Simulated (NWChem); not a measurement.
# C4H5NO; SMILES c1coc(N)c1

```xyz
11

N     -0.0357    -2.0281    -0.0722
C      0.0953    -0.6595    -0.0069
C      1.1738     0.1856     0.0127
C      0.6191     1.5082    -0.0054
C     -0.7306     1.3639    -0.0281
O     -1.0523     0.0368    -0.0306
H      0.7807    -2.5345     0.2459
H     -0.8893    -2.3775     0.3498
H      2.2230    -0.0978     0.0322
H      1.1667     2.4486     0.0043
H     -1.5667     2.0563    -0.0380
```
Atoms are numbered in this order, from 1.

Computed with NWChem. Geometry: optimised at PBE0/def2-SVP. GIAO values for the isolated, static molecule; σ is the absolute isotropic shielding, δ = σ(reference) − σ with the isolated reference molecule computed at the same levels (13C: tetramethylsilane, 1H: tetramethylsilane).

**Question.** Estimate the computed values for KT2/pcSseg-1. Quantities: δ C2 (ppm); δ C3 (ppm); δ C4 (ppm); δ C5 (ppm); δ H7 (ppm); δ H9 (ppm); δ H10 (ppm).

**Answer.** The δ C2 (ppm) comes out as 149.8. The δ C3 (ppm) is 78.1 and the δ C4 (ppm) is 107.7. The δ C5 (ppm) is 125.6 and the δ H7 (ppm) is 2.83. The δ H9 (ppm) comes out as 5.04 and the δ H10 (ppm) is 6.11.
